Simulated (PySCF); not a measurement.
C2H2Cl, SMILES [CH]=CCl, multiplicity 2.

Geometry: PBE0-D3(BJ)/def2-TZVP. The isomer is the one that the SMILES or the coordinates give; other isomers of the formula were not compared.

The numbers are results of PBE0-D3(BJ)/def2-TZVP (PySCF), not measurements.

Frequencies are harmonic and unscaled.

Computed harmonic wavenumbers and intensities:
```csv
mode,ν (cm⁻¹),IR (km/mol),moving atoms (share of kinetic energy)
1,351,9.0,"C 46 %, H 35 %, Cl 20 %"
2,677,11.9,"H 54 %, C 45 %"
3,698,21.0,"C 59 %, Cl 28 %, H 13 %"
4,806,96.3,"H 53 %, C 46 %"
5,849,76.8,"H 86 %, C 13 %"
6,1221,5.5,H 93 %
7,1650,43.0,C 93 %
8,3205,4.1,"H 92 %, C 8 %"
9,3312,10.4,"H 90 %, C 10 %"
```
